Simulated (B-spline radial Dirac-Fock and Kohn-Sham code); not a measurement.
# How the binding energies of Bi³⁺ add up

System: bismuth as Bi³⁺, configuration 1s2 2s2 2p6 3s2 3p6 3d10 4s2 4p6 4d10 4f14 5s2 5p6 5d10 6s1 6p1 (an excited configuration); nuclear rms radius 5.5211 fm (A = 209).

These are calculated numbers from an atomic code on a B-spline grid; the model is multi-electron Dirac-Fock with separately optimised hole states, Breit and Lamb-shift corrections added in first order. The model has no electron correlation. Energies are counted from the vacuum level. Subshells whose hole state is unreliable or did not converge are left out.

All terms are in eV, carry their sign (relaxation lowers the binding energy) and add up to the binding energy; ⟨r⟩ is the mean radius of the orbital in the initial state.

```tsv
subshell	−ε (Koopmans)	relaxation	Breit	self-energy	vacuum polarisation	binding energy	⟨r⟩ (bohr)
K	91172.2	-95.39	-336.61	-227.68	49.43	90562.0	0.016
L1	16557.8	-56.96	-39.56	-34.85	7.18	16433.6	0.066
L2	15880.1	-62.06	-65.48	-1.51	0.54	15751.6	0.054
L3	13556.9	-57.68	-37.51	-2.95	-0.23	13458.5	0.063
M1	4092.3	-31.66	-7.42	-8.12	1.64	4046.7	0.171
M2	3787.7	-32.95	-12.69	-0.54	0.14	3741.7	0.162
M3	3261.1	-30.54	-6.71	-0.75	-0.07	3223.0	0.178
M4	2767.9	-33.81	-5.54	0.56	-0.08	2729.0	0.155
M5	2657.2	-32.98	-3.56	0.26	-0.07	2620.9	0.160
N1	1002.1	-13.36	-1.55	-2.06	0.42	985.6	0.377
N2	868.8	-13.30	-2.74	-0.10	0.03	852.7	0.378
N3	737.3	-11.94	-1.22	-0.15	-0.02	723.9	0.411
N4	520.3	-11.91	-0.77	0.15	-0.02	507.8	0.415
N5	495.5	-11.48	-0.33	0.09	-0.02	483.8	0.426
N6	212.2	-11.58	0.15	0.12	-0.02	200.9	0.436
N7	206.6	-11.35	0.33	0.10	-0.01	195.6	0.442
O2	163.2	-3.28	-0.44	0.00	0.00	159.5	0.895
O3	137.8	-2.72	-0.15	-0.01	-0.01	134.9	0.978
O4	67.15	-1.97	-0.03	0.03	0.00	65.18	1.183
O5	63.90	-1.81	0.02	0.02	0.00	62.14	1.222
P1	45.19	-0.33	-0.04	-0.07	0.01	44.77	2.042
P2,3	32.17	-0.14	-0.03	0.00	0.00	32.00	2.578
```

For the deepest level, K (1s), the Breit terms make up -0.372 % of the binding energy, QED -0.197 % and orbital relaxation -0.105 %.

Spin-orbit splittings: 2p 2293.0 eV, 3p 518.7 eV, 3d 108.1 eV, 4p 128.7 eV, 4d 24.01 eV, 4f 5.29 eV, 5p 24.56 eV, 5d 3.04 eV.
